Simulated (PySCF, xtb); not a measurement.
O3Ta, SMILES [O]=[Ta]1[O][O]1 (connectivity only; charge and spin as stated), neutral, multiplicity 2.

Harmonic wavenumbers (cm⁻¹) from GFN2-xTB run with xtb 6.7.1 at its own minimum, in rising order: 24, 94, 349, 432, 756, 1126.

What does r2SCAN-D4/def2-TZVP (PySCF) give at its own minimum? (The exact figures need the calculation; the answer reports its results.)

208, 252, 601, 607, 933, 993. Paired by order, the mean absolute difference is 180 cm⁻¹ and the zero-point energies are 4.0 and 5.1 kcal/mol.
